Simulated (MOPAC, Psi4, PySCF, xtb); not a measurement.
Internal rotation in C3H5F, SMILES C/C=C\F. Scanned: dihedral H5–C1–C2–C3; all other coordinates were relaxed at B3LYP-D3(BJ)/def2-SVP.

Atom numbering (GFN2-xTB optimised geometry, Å):
```
9

C     -1.1368     0.0970    -0.0085
C      0.2173    -0.5197    -0.1049
C      1.3561     0.1255     0.0615
F      1.4056     1.4423     0.3427
H     -1.6720    -0.0284    -0.9491
H     -1.7166    -0.3949     0.7716
H     -1.0626     1.1568     0.2191
H      0.2646    -1.5747    -0.3280
H      2.3445    -0.3039    -0.0044
```

Methods: RHF/3-21G = restricted Hartree-Fock/3-21G // B3LYP-D3(BJ)/def2-SVP (PySCF 2.14.0); RKS-B3LYP/6-31G* = PySCF with restricted B3LYP/6-31G*, spherical d // B3LYP-D3(BJ)/def2-SVP; GFN1-xTB // B3LYP-D3(BJ)/def2-SVP (xtb); AM1, restricted, heats of formation // B3LYP-D3(BJ)/def2-SVP (MOPAC); B3LYP/def2-TZVP // B3LYP-D3(BJ)/def2-SVP (Psi4); MP2/cc-pVTZ = DF-MP2 (frozen core)/cc-pVTZ // B3LYP-D3(BJ)/def2-SVP (Psi4 1.11).

Energies in kcal/mol, each method relative to its own lowest point.

| φ / ° | RHF/3-21G | RKS-B3LYP/6-31G* | GFN1-xTB | AM1 | B3LYP/def2-TZVP | MP2/cc-pVTZ |
|---|---|---|---|---|---|---|
| 0 | 0.00 | 0.00 | 0.00 | 0.00 | 0.00 | 0.00 |
| 10 | 0.07 | 0.08 | 0.04 | 0.05 | 0.07 | 0.07 |
| 20 | 0.32 | 0.30 | 0.20 | 0.17 | 0.26 | 0.26 |
| 30 | 0.65 | 0.61 | 0.41 | 0.36 | 0.53 | 0.54 |
| 40 | 0.98 | 0.94 | 0.64 | 0.59 | 0.81 | 0.82 |
| 50 | 1.23 | 1.18 | 0.82 | 0.75 | 1.02 | 1.04 |
| 60 | 1.35 | 1.28 | 0.90 | 0.81 | 1.11 | 1.12 |
| 70 | 1.23 | 1.17 | 0.82 | 0.72 | 1.01 | 1.04 |
| 80 | 0.96 | 0.92 | 0.62 | 0.58 | 0.80 | 0.81 |
| 90 | 0.64 | 0.61 | 0.40 | 0.37 | 0.53 | 0.53 |
| 100 | 0.31 | 0.30 | 0.19 | 0.18 | 0.26 | 0.26 |
| 110 | 0.07 | 0.08 | 0.05 | 0.05 | 0.07 | 0.07 |

Root-mean-square difference from the MP2/cc-pVTZ profile, itself a level with limits, after the best constant shift (kcal/mol): RHF/3-21G 0.08, RKS-B3LYP/6-31G* 0.05, GFN1-xTB 0.08, AM1 0.11, B3LYP/def2-TZVP 0.01.
